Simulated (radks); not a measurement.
All-electron atom: Sm2+ in [Xe] 4f6. All-electron calculation, Dirac Kohn-Sham, BLYP, spin-unpolarised, spherical densities, finite nucleus; open shells are shared between the two j in proportion to 2j + 1; Fermi nuclear charge, rms radius 5.0819 fm. Program: a radial shooting solver on a logarithmic mesh with Libxc functionals.

Unscreened Slater integrals over Kohn-Sham orbitals (hartree). Large and small components are both included.

integral            value
F0(4f7/2,4f7/2)   0.94486
F2(4f7/2,4f7/2)   0.43150
F4(4f7/2,4f7/2)   0.26745
F6(4f7/2,4f7/2)   0.19151
F0(4f7/2,4f5/2)   0.95211
F2(4f7/2,4f5/2)   0.43529
F4(4f7/2,4f5/2)   0.26989
G2(4f7/2,4f5/2)   0.43450
G4(4f7/2,4f5/2)   0.26942
G6(4f7/2,4f5/2)   0.19295
F0(4f7/2,5p3/2)   0.63146
F2(4f7/2,5p3/2)   0.22659
G2(4f7/2,5p3/2)   0.13179
G4(4f7/2,5p3/2)  0.098531
F0(4f7/2,5p1/2)   0.66028
G4(4f7/2,5p1/2)   0.11046
F0(4f5/2,4f5/2)   0.95948
F2(4f5/2,4f5/2)   0.43920
F4(4f5/2,4f5/2)   0.27241
F0(4f5/2,5p3/2)   0.63376
F2(4f5/2,5p3/2)   0.22537
G2(4f5/2,5p3/2)   0.12927
G4(4f5/2,5p3/2)  0.096966
F0(4f5/2,5p1/2)   0.66287
G2(4f5/2,5p1/2)   0.14644
F0(5p3/2,5p3/2)   0.53628
F2(5p3/2,5p3/2)   0.28817
F0(5p3/2,5p1/2)   0.55116
G2(5p3/2,5p1/2)   0.29354
F0(5p1/2,5p1/2)   0.56775
